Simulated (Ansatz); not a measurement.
Coupled-cluster diagnostics for the cluster B₄P₄⁻, Ansatz.

Geometry of the doublet (B3LYP-D4/def2-SVPD):

Cartesian coordinates in Å:
```
B 0.2115 -0.7878 1.3590
B -0.2116 0.7881 -1.3598
B -0.8516 -0.4837 -0.1477
B 0.8516 0.4836 0.1480
P -1.3182 -1.7309 1.1838
P 1.3269 1.7180 -1.1923
P -1.7803 -0.0291 -1.7216
P 1.7717 0.0417 1.7306
```

Correlated methods freeze 24 core orbitals. The structure comes from a short search, and lower isomers may exist.

Task: Estimate the CCSD(T) correlation energy, the shares of MP2 and (T), T1 and the reference's ⟨S²⟩ for: charge -1, doublet, own geometry in def2-SVPD; charge 0, singlet, vertical in def2-SVPD; and the rough time on 4 threads of Arm Neoverse N1 on a shared host.

Result: 
| state | basis | correlation (eV) | MP2 share (%) | (T) share (%) | T1 | ⟨S²⟩ (pure) | wall time | remarks |
| --- | --- | --- | --- | --- | --- | --- | --- | --- |
| charge -1, doublet, own geometry | def2-SVPD | -25.373 | 90.3 | 6.9 | 0.028 | 0.98 (0.75) | 4.1 min | spin-contaminated (⟨S²⟩ 0.98) |
| charge 0, singlet, vertical | def2-SVPD | -25.664 | 91.8 | 7.5 | 0.017 | 0.00 (0.00) | 61 s | restricted SCF unstable |
Customary marks for T1 are 0.02 (closed shells), 0.045 (open shells) and about 0.05 (3d metals). T1 exceeds 0.02 in 1 of 2 rows and 0.045 in 0; the higher it lies, the less the single-reference result can be trusted.
